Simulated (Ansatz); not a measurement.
`C=C[SiH](Cl)Cl` + NH₃ → `C=C[SiH](N)Cl` + HCl at 700 K and 1 bar (ligand exchange at the Si–Cl bond).

Isolated molecules relaxed with PBE0-D4/def2-TZVP in Ansatz; ΔE leaves out vibrations. CCSD(T)/CBS adds triple-zeta CCSD(T) − MP2 to the extrapolated MP2 energy (def2 sets, frozen cores). This one scheme is used for every species. One conformer a species, not always the lowest.

```tsv
species	CCSD(T)/CBS energy (Eh)	H − E (kJ/mol)	S (J/(mol·K))
`C=C[SiH](Cl)Cl`	-1287.23514	216.6	458.8
NH₃	-56.50880	116.9	226.5
`C=C[SiH](N)Cl`	-883.34911	290.8	472.2
HCl	-460.38127	38.4	211.8
```

H − E and S are ideal-gas, rigid-rotor, harmonic terms from PBE0-D4/def2-TZVP, for one conformer and one mirror image of each species. 1 Eh = 2625.50 kJ/mol, R = 8.31446 J/(mol·K).

Q: By hand: ΔE, ΔH, ΔS and ΔG.

A: ΔE = (-883.34911) + (-460.38127) − (-1287.23514) − (-56.50880) = 0.01356 Eh = 35.6 kJ/mol. Δ(H − E) = 290.8 + 38.4 − 216.6 − 116.9 = -4.3, so ΔH = 31.3 kJ/mol. ΔS = 472.2 + 211.8 − 458.8 − 226.5 = -1.3 J/(mol·K). ΔG = 31.3 − 700 × (-1.3)/1000 = 32.2 kJ/mol.

Q: By hand: the equilibrium constant, and the temperature at which ΔG would vanish if ΔH and ΔS stayed fixed.

A: log₁₀ K = −ΔG/(RT ln 10) = -2.4. ΔH and −TΔS have one sign here, so there is no such temperature.

The number of gas molecules stays the same, so ΔS is small and ΔH decides. A doubt of 5 kJ/mol in ΔE shifts log₁₀ K by 0.4 here. Other conformers and mirror images would add mixing entropy, several J/(mol·K) or more a flexible species. These are equilibria of isolated gas molecules and say nothing of rates. Largest T1 diagnostic: 0.010 (customary marks: 0.02 for closed shells, 0.045 for open ones).

ΔS is within the doubt of such terms, so its sign, and with it that verdict, could turn.
